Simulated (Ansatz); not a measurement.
Ideal-gas functions of CH₆SeSi (`C[Se][SiH3]`) at 400 K and 1 bar, from an Ansatz frequency run at PBE0-D4/def2-TZVP.

Molar mass 125.1 g/mol, point group Cs (symmetry number 1), electronic degeneracy 1, moments of inertia 54.896, 143.581, 189.399 u Å². Harmonic wavenumbers (cm⁻¹, unscaled): 103, 127, 143, 405, 588, 589, 611, 898, 914, 923, 932, 959, 1308, 1463, 1469, 2214, 2218, 2246, 3076, 3177, 3179.

Use S(trans) = R[1.5 ln M + 2.5 ln T − 1.1517]; rotational temperatures θ = 24.2544 K / I; S(rot) = R[ln(√π/σ · √(T³/θAθBθC)) + 1.5]; for each mode x = 1.438777 ν̃/T, S = R[x/(eˣ − 1) − ln(1 − e⁻ˣ)] and H = RT x/(eˣ − 1); 1 cm⁻¹ = 0.0119627 kJ/mol; R = 8.31446 J/(mol·K).

Question: By hand: the entropy, in J/(mol·K).

Answer: Translation 175.2. Rotation: θ = 0.4418, 0.1689, 0.1281 K, giving 111.3. Vibration, mode by mode: 16.62, 14.90, 13.93, 5.88, 3.48, 3.47, 3.26, 1.44, 1.38, 1.34, 1.31, 1.21, 0.43, 0.27, 0.27, 0.03, 0.03, 0.02, 0.00, 0.00, 0.00, in all 69.3. Electronic 0.0. Sum 355.8 J/(mol·K).

Question: By hand: H − E and G − E in kJ/mol, counted from the electronic energy.

Answer: Zero-point energy ½ × 27542 × 0.0119627 = 164.7; thermal vibration 14.6; translation, rotation and pV give 4 RT = 13.3. H − E = 192.6 kJ/mol, and G − E = 192.6 − 400 × 355.8/1000 = 50.3 kJ/mol.

Vibration gives 19 % of the entropy, 45.5 J/(mol·K) of it from the modes under 150 cm⁻¹: soft modes count most, and the harmonic formula is weakest for them.
